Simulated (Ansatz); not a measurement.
C6H11F6N2P⁻, that is 1-ethyl-3-methylimidazolium hexafluorophosphate with one electron more. Total charge -1; doublet. Geometry r2SCAN-D4/def2-SVP; atoms count from 1.

```
atom   x (Å)   y (Å)   z (Å)
  C1   0.366  -2.356   0.373
  C2   1.674  -1.604   0.613
  N3   1.881  -0.474  -0.275
  C4   1.980  -0.622  -1.660
  C5   1.425   0.464  -2.263
  N6   0.961   1.341  -1.289
  C7  -0.203   2.181  -1.472
  C8   1.256   0.783  -0.012
  H9   0.243  -3.166   1.112
 H10   0.352  -2.803  -0.636
 H11  -0.491  -1.673   0.469
 H12   1.692  -1.208   1.642
 H13   2.541  -2.287   0.515
 H14   2.507  -1.468  -2.104
 H15   1.384   0.722  -3.322
 H16  -0.154   2.665  -2.461
 H17  -0.214   2.958  -0.693
 H18  -1.146   1.612  -1.373
 H19   0.469   0.815   0.750
 F20  -0.987  -0.112   2.285
 P21  -2.373   0.591   1.735
 F22  -2.022   0.042   0.217
 F23  -1.528   1.964   1.411
 F24  -3.186  -0.790   2.037
 F25  -3.731   1.288   1.166
 F26  -2.695   1.136   3.235
```

The highest occupied level of the relaxed charge -1 doublet lies above zero (up to 0.36 eV). By energy differences its removal costs 0.18 eV (each at its own geometry, to the charge 0 singlet, at PBE0-D4/def2-SVP); self-interaction error and the lack of diffuse functions both raise the level.

**Question.** Estimate the Mulliken populations from the PBE0/def2-SVP orbitals of Ansatz.

**Answer.** 
| atom | charge (e) | spin (α − β) |
| --- | --- | --- |
| C1 | -0.09 | 0.01 |
| C2 | 0.05 | 0.00 |
| N3 | -0.34 | 0.14 |
| C4 | 0.03 | 0.01 |
| C5 | 0.05 | -0.01 |
| N6 | -0.35 | 0.13 |
| C7 | 0.07 | 0.00 |
| C8 | 0.08 | 0.69 |
| H9 | 0.02 | 0.00 |
| H10 | 0.01 | 0.00 |
| H11 | 0.09 | 0.00 |
| H12 | 0.05 | 0.00 |
| H13 | 0.01 | 0.00 |
| H14 | 0.00 | 0.00 |
| H15 | 0.00 | 0.00 |
| H16 | 0.00 | 0.00 |
| H17 | 0.05 | 0.01 |
| H18 | 0.07 | 0.02 |
| H19 | 0.07 | -0.01 |
| F20 | -0.40 | 0.00 |
| P21 | 1.51 | 0.00 |
| F22 | -0.39 | 0.00 |
| F23 | -0.40 | 0.00 |
| F24 | -0.40 | 0.00 |
| F25 | -0.39 | 0.00 |
| F26 | -0.39 | 0.00 |
Mulliken values and Mayer orders depend strongly on the basis.

**Question.** Where does the spin sit?

**Answer.** Summed by element: C 0.70, N 0.27, H 0.02, F 0.00, P 0.00, of 1 unpaired in all. Largest on single atoms: C8 0.69, N3 0.14, N6 0.13.

**Question.** And the Mayer bond orders between bonded heavy atoms (over 0.3)?

**Answer.** C1–C2 1.08 (1.53 Å); C2–N3 0.99 (1.45 Å); N3–C4 1.10 (1.40 Å); N3–C8 1.05 (1.43 Å); C4–C5 1.66 (1.36 Å); C5–N6 1.12 (1.39 Å); N6–C7 0.98 (1.45 Å); N6–C8 1.06 (1.42 Å); F20–P21 0.83 (1.65 Å); P21–F22 0.82 (1.65 Å); P21–F23 0.86 (1.64 Å); P21–F24 0.91 (1.63 Å); P21–F25 0.92 (1.63 Å); P21–F26 0.93 (1.63 Å).
